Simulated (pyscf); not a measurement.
## O=Ti(OH)–SH, singlet

Gas-phase minimum from PySCF at ωB97X-D3(BJ)/def2-SVP, one conformer. 

```
Ti
O 1 1.5784
O 1 1.7962 2 116.78
H 3 0.9627 1 134.12 2 -0.13
S 1 2.3171 2 116.47 3 180.00
H 5 1.3489 1 92.20 2 -0.33
```

Properties at ωB97X-D3(BJ)/def2-SVP:

```json
{
  "harmonic_wavenumbers_unscaled": "34, 144, 227, 337, 421, 506, 536, 539, 805, 1163, 2754, 3939 cm⁻¹",
  "zero_point_energy": "16.3 kcal/mol",
  "rotational_symmetry_number": "1",
  "Entropy of this conformer at 298 K and 1 atm, rigid rotor and harmonic oscillator, modes under 100 cm⁻¹ raised to 100": "330.1 J/(mol K)",
  "dipole_moment": "2.17 D"
}
```

Single-point totals, which compare only within one level (frozen core for MP2 and CC):

```json
[
 {"level": "ωB97X-D3(BJ)/def2-TZVP", "total energy (hartree)": "-1399.53355"},
 {"level": "PBE/def2-TZVP", "total energy (hartree)": "-1399.00394"},
 {"level": "r²SCAN/def2-TZVP", "total energy (hartree)": "-1399.41421"},
 {"level": "B3LYP-D3(BJ)/def2-TZVP", "total energy (hartree)": "-1399.57447"},
 {"level": "PBE0-D3(BJ)/def2-TZVP", "total energy (hartree)": "-1399.02946"},
 {"level": "M06-2X/def2-TZVP", "total energy (hartree)": "-1399.39272"},
 {"level": "ωB97M-D3(BJ)/def2-TZVP", "total energy (hartree)": "-1399.63308"},
 {"level": "HF/def2-TZVPP", "total energy (hartree)": "-1397.01876"},
 {"level": "MP2/def2-TZVPP", "total energy (hartree)": "-1398.13587"},
 {"level": "CCSD/def2-TZVPP", "total energy (hartree)": "-1398.11900"},
 {"level": "CCSD(T)/def2-TZVPP", "total energy (hartree)": "-1398.18517"}
]
```

The lowest mode is so soft that the shape along it may change with the basis. Soft torsions are taken as harmonic, which can shift the entropy by several J/(mol K). The CCSD(T) − MP2 part came from Ansatz, without density fitting, on the same reference. The frozen core leaves the outer d or s,p core shells of the metals and heavy elements correlated in the MP2 and CC values, and def2-TZVPP describes them poorly, so these totals are far from the basis limit.
